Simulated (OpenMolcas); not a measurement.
W5+: moving or changing the point charges

W5+ among 6 point charges of -1.7 e arranged as an octahedron (Oh), 1.93 Å from the ion.

* Program: OpenMolcas 26.06
* Method: CASSCF
* Basis: ANO-RCC-VTZP [8s7p5d3f2g1h]
* Scalar Hamiltonian: DKH2, point nucleus
* Active space: 1 electron in 5 orbitals (5d)
* State averaging: 2S+1 = 2 even, 5 roots
* Spin-orbit coupling: state interaction with AMFI integrals over the reference wave functions

Runs around this geometry, states (labels of O, the rotations of Oh). Energies in cm-1 above the lowest state or level, χT in cm3 K/mol; under a threefold ground state the first gap can be a small split of the lowest multiplet, not the spin-orbit step; 10Dq is the gap between the two states.

| R (Å) | q (e) | Ground state | First state of that spin | 10Dq | First gap with spin-orbit (degeneracies) | χT at 300 K |
| --- | --- | --- | --- | --- | --- | --- |
| 1.93 | -0.85 | 2T2 | 2E 6624 | 6624 | 7100 (4, 2) | 0.214 |
| 1.8 | -1.7 | 2T2 | 2E 18123 | 18123 | 5897 (4, 2) | 0.093 |
| 1.93 | -1.7 | 2T2 | 2E 13027 | 13027 | 6295 (4, 2) | 0.129 |
| 2.13 | -1.7 | 2T2 | 2E 8128 | 8128 | 6857 (4, 2) | 0.189 |

Taking |10Dq| as R^-n, n = -ln(8128 / 18123) / ln(2.13 / 1.8) = 4.8 between the shortest and longest distance. The point-charge formula for a cubic d site gives n = 5.

Scaling the charges by -0.85 / -1.7 = 0.50 scales |10Dq| by 6624 / 13027 = 0.51; with fixed orbitals a first-order splitting would follow the charge.

An orbital triplet at a regular site is open to Jahn-Teller coupling, which can distort the site and quench the lowest spin-orbit gaps and is left out. This field is weak: 10Dq is about 6624 cm-1, while octahedral complexes of 5d ions of charge 3 and more, computed by the same method with explicit ligands, had a median near 35000 cm-1. Ground spin and moment need not be those of a real site (figures for R = 1.93, q = -0.85; the like holds for R = 1.8, q = -1.7, R = 1.93, q = -1.7, R = 2.13, q = -1.7). Point charges carry no covalency, so the field is a model and not that of real ligands. No measured value stands beside these numbers.
